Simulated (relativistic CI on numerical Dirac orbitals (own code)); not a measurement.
d3 in a ligand field

Computed with a parametric ligand-field model of a d^n configuration (Racah B and C, spin-orbit zeta, crystal field), exact diagonalisation.

Field parameters in Wybourne normalisation: D3d B²₀ = −7Dσ, B⁴₀ = −14Dq − 21Dτ, B⁴₃ = −14√(10/7) Dq; Td as Oh with Dq negative (B⁴₀ = 21Dq, B⁴₄ = √(5/14) B⁴₀). The field is a parameter set, without covalency.

Question: Ground term and bands for B = 660, C = 2360, ζ = 0 cm⁻¹, D3d, 10Dq = 19250, Dσ = 350, Dτ = -480 cm⁻¹?

Answer: Ground term 4A2 with 0.01 electrons in the two orbitals of the cubic e set. Spin-allowed: 4E 16884 cm⁻¹ (592 nm), 4A1 18302 cm⁻¹ (546 nm), 4E 23472 cm⁻¹ (426 nm), 4A2 26200 cm⁻¹ (382 nm). Lowest spin-forbidden: 2E 10769 cm⁻¹ (929 nm), 2A2 12191 cm⁻¹ (820 nm), 2E 12637 cm⁻¹ (791 nm).

Question: Ground term and bands for B = 350, C = 1270, ζ = 0 cm⁻¹, D3d, 10Dq = 15400, Dσ = -1200, Dτ = 380 cm⁻¹?

Answer: Ground term 4A2 with 0.03 electrons in the two orbitals of the cubic e set. Spin-allowed: 4E 17091 cm⁻¹ (585 nm), 4A1 17869 cm⁻¹ (560 nm), 4A2 20604 cm⁻¹ (485 nm), 4E 21585 cm⁻¹ (463 nm). Lowest spin-forbidden: 2E 6315 cm⁻¹ (1584 nm), 2E 6762 cm⁻¹ (1479 nm), 2A2 7176 cm⁻¹ (1393 nm).

Question: A d3 ion in Td symmetry has the ground term 4T1 and bands at 4T2 3170 cm⁻¹ (3154 nm), 4A2 6970 cm⁻¹ (1435 nm), 2E 16801 cm⁻¹ (595 nm), 4T1 17841 cm⁻¹ (561 nm), 2T2 18978 cm⁻¹ (527 nm), 2T1 19106 cm⁻¹ (523 nm). Which parameters reproduce them?

Answer: B = 1020, C = 4580, ζ = 0 cm⁻¹, Td, 10Dq = -3800 cm⁻¹.

Question: Ground term and bands for B = 310, C = 1430, ζ = 0 cm⁻¹, D3d, 10Dq = 17400, Dσ = 1200, Dτ = 380 cm⁻¹?

Answer: Ground term 4A2 with 0.00 electrons in the two orbitals of the cubic e set. Spin-allowed: 4A1 16896 cm⁻¹ (592 nm), 4E 18213 cm⁻¹ (549 nm), 4A2 20640 cm⁻¹ (484 nm), 4E 25047 cm⁻¹ (399 nm). Lowest spin-forbidden: 2E 2634 cm⁻¹, 2A2 6867 cm⁻¹ (1456 nm), 2E 7008 cm⁻¹ (1427 nm).

Question: Ground term and bands for B = 400, C = 1960, ζ = 0 cm⁻¹, D3d, 10Dq = 37500, Dσ = 940, Dτ = 80 cm⁻¹?

Answer: Ground term 4A2 with 0.00 electrons in the two orbitals of the cubic e set. Spin-allowed: 4A1 36756 cm⁻¹ (272 nm), 4E 37904 cm⁻¹ (264 nm), 4A2 41600 cm⁻¹ (240 nm), 4E 43445 cm⁻¹ (230 nm). Lowest spin-forbidden: 2E 7856 cm⁻¹ (1273 nm), 2A2 9291 cm⁻¹ (1076 nm), 2E 9416 cm⁻¹ (1062 nm).
